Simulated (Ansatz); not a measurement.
System: sum formula BN₂H₃Cl, charge 0, multiplicity 2. It need not be the lowest isomer of its formula. 
Structure (B3LYP-D3(BJ)/def2-TZVP (Ansatz, a quantum-chemistry and plane-wave program) minimum search):
```
B
N 1 1.3934
H 2 1.0052 1 122.75
H 2 1.0060 3 115.05 1 -179.06
N 1 1.4343 2 123.65 3 179.01
H 5 1.0193 1 115.91 2 121.30
Cl 1 1.7981 2 119.44 3 3.78
```
Charge 0, spin multiplicity 2.

Wanted: atomisation energy (electronic, to ground-state atoms), in kcal/mol. Cores are frozen in the correlated levels unless marked. Open shells are spin-unrestricted. Spin-orbit coupling is left out. No relativistic terms. The coupled-cluster limit lacks core correlation, which all-electron functionals hold. Basis-set limits of correlation are two-point, X^-3; Hartree-Fock from the larger set. [CCSD(T)-MP2]/basis is that difference in the basis named.

| level | program | atomisation energy (kcal/mol) |
|---|---|---|
| revPBE-D4/def2-TZVPD | Ansatz + dftd4 | 604.3 |

Q: Estimate the value at RI-MP2/CBS(aug-cc-pV(T+d)Z,aug-cc-pV(Q+d)Z)+[CCSD(T)-MP2]/aug-cc-pV(T+d)Z as computed with Ansatz.

A: 595.9 kcal/mol
